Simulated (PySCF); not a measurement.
Compound: C4H13NSi4.
Atom-mapped SMILES: `[SiH3:1][N:2]([SiH3:3])[C:4]1=[CH:5][SiH2:6][CH:7]=[CH:8][SiH2:9]1` (hydrogens: H10, H11, H12 on Si1; H13, H14, H15 on Si3; H16 on C5; H17, H18 on Si6; H19 on C7; H20 on C8; H21, H22 on Si9)

Theory: PBE0-D3(BJ)/def2-SVP geometry optimisation, gas phase in PySCF.

Entries marked ? are missing. Bonds in one row agree within 0.01 Å.

| coordinate | value |
| --- | --- |
| Si1–N2, N2–Si3 | 1.772 Å |
| N2–C4 | 1.411 Å |
| C4=C5 | ? |
| C5–Si6 | 1.858 Å |
| Si6–C7 | 1.870 Å |
| C7=C8 | ? |
| C8–Si9 | ? |
| C4–Si9 | 1.903 Å |
| Si1–H10 and 5 like bonds | 1.492 Å |
| C5–H16 | 1.102 Å |
| Si6–H17, Si6–H18 | 1.499 Å |
| C7–H19 | 1.100 Å |
| C8–H20 | 1.101 Å |
| Si9–H21, Si9–H22 | 1.497 Å |
| Si1–N2–Si3 | 120.7° |
| Si1–N2–C4 | ? |
| Si3–N2–C4 | ? |
| N2–C4–C5 | 121.9° |
| N2–C4–Si9 | 118.3° |
| C5–C4–Si9 | ? |
| C4–C5–Si6 | ? |
| C5–Si6–C7 | 110.6° |
| Si6–C7–C8 | 123.4° |
| C7–C8–Si9 | 125.7° |
| C4–Si9–C8 | 111.9° |

Task: Fill in the missing values.

Result: 
- C4=C5 = 1.358 Å, drawn double (vinylic carbon bearing nitrogen to alkene CH carbon); 0.10 Å below the sum of covalent radii, 1.46 Å.
- C7=C8 = 1.345 Å, drawn double (both ends alkene CH carbon); 0.12 Å below the sum of covalent radii, 1.46 Å.
- C8–Si9 = 1.869 Å, drawn single (alkene CH carbon to SiH2 silicon); 0.03 Å above the sum of covalent radii, 1.84 Å.
- Si1–N2–C4 = 121.2°, at the nitrogen bridging silicon atoms; the outer atoms are 2.777 Å apart.
- Si3–N2–C4 = 117.8°, at the nitrogen bridging silicon atoms; the outer atoms are 2.734 Å apart.
- C5–C4–Si9 = 119.7°, at the vinylic carbon bearing nitrogen, inside a 6-membered ring; the outer atoms are 2.833 Å apart.
- C4–C5–Si6 = 128.5°, at the alkene CH carbon, inside a 6-membered ring; the outer atoms are 2.905 Å apart.

Radii are Cordero's, carbon taken as 0.76, 0.73 or 0.69 Å for four, three, and two or fewer neighbours.

No frequency check.

The values belong to the conformer `[SiH3:1][N:2]([SiH3:3])[C:4]1=[CH:5][SiH2:6][CH:7]=[CH:8][SiH2:9]1`: Si1–N2–C4–C5 -156°.
